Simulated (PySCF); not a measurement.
**NMR problem set**

Computational details: geometry: GFN2-xTB, σ from GIAO-PBE0/pcSseg-1, in PySCF 2.14.0 with density-fitted response routines (single conformer, in vacuum, no relativistic terms, rapidly exchanging positions averaged).

Scale: ¹H and ¹³C against TMS (reference shieldings calculated alike). Splittings of carbon signals by F and P are missing where no couplings were computed. Where no couplings were computed, multiplicities follow the n + 1 count of equivalent neighbours, and m marks all less simple cases (inequivalent or close neighbours, rings, F or P nearby). Shifts are as computed. Against solution values, carbons near 30 ppm lie about +3 ppm off and those near 130 ppm about +5 ppm. Of 1211 compounds with measured shifts, 218 miss one by over three times the rms of a fit or turn the order of signals round; such compounds aren't used in these exercises.

Problem. C$_{4}$H$_{3}$F$_{4}$NO. ¹H NMR (300 MHz, computed): δ 7.61 (d, 1H), 7.16 (d, 1H), 6.32 (m, 1H). ¹³C{¹H} NMR (computed): δ 166.5 (C), 154.6 (CH2), 128.5 (C), 112.2 (CH). Give a structure.

Solution. SMILES C=N/C=C(/F)OC(F)(F)F. The formula gives 2 degrees of unsaturation (no ring in the answer). 4 carbon signals for 4 carbons: no two carbons are equivalent. Carbon types of the structure: 2 × C, 1 × CH, 1 × CH2, which accounts for all hydrogens. δC 166.5: alkene carbon bearing oxygen; an sp2 carbon further deshielded by the attached heteroatom. δC 154.6: C=N carbon. δC 128.5: CF3 carbon; 4 electronegative neighbours deshield it. δC 112.2: β carbon of an enol-ether or enamine type C=C; the O or N lone pair pushes π density onto this β carbon and shields it.

The data come from this structure; uniqueness wasn't tested.

Problem. C$_{6}$H$_{5}$F$_{5}$. ¹H NMR (500 MHz, computed): δ 7.60 (m, 1H), 3.56 (m, 1H), 1.68 (d, 3H). ¹³C{¹H} NMR (computed): δ 166.9 (C), 160.4 (C), 152.8 (CH), 141.0 (C), 42.1 (CH), 17.1 (CH3). What is it?

Solution. `C[C@@H](C(F)=C(F)F)/C(F)=C\F`. Rings plus π bonds: 2 (no ring in the answer). 6 carbon signals for 6 carbons: no two carbons are equivalent. Carbon types of the structure: 3 × C, 2 × CH, 1 × CH3, which accounts for all hydrogens. δC 166.9, 160.4, 141.0: fully substituted alkene carbon. δC 152.8: alkene CH; the olefinic region. δC 42.1: allylic sp3 CH; saturated and bonded to C and H only. δC 17.1: methyl carbon; aliphatic region, no heteroatom directly attached.

This is the structure that produced the data.

Problem. C$_{7}$H$_{4}$NOP. ¹H NMR (600 MHz, computed): δ 10.32 (m, 1H), 9.80 (m, 1H), 8.32 (m, 1H), 8.18 (m, 1H). ¹³C{¹H} NMR (computed): δ 196.9 (CH), 176.1 (C), 174.8 (CH), 143.6 (CH), 139.5 (CH), 125.5 (C), 124.3 (C). Give a structure.

Solution. `N#Cc1ccc(C=O)pc1`. 7 carbon signals for 7 carbons: no two carbons are equivalent. Carbon types of the structure: 3 × C, 4 × CH, which accounts for all hydrogens. δC 196.9: aldehyde carbonyl carbon; low-lying n→π* states of the double bond to the heteroatom give a large paramagnetic term (-253 ppm). δC 124.3: nitrile carbon; C≡N carbons fall here, among the sp2 signals but without a proton. δH 10.32: hydrogen on an aldehyde carbonyl carbon; the formyl region, downfield of aromatic protons. δH 9.80, 8.32, 8.18: hydrogen on an aromatic CH.

The data come from this structure; uniqueness wasn't tested.
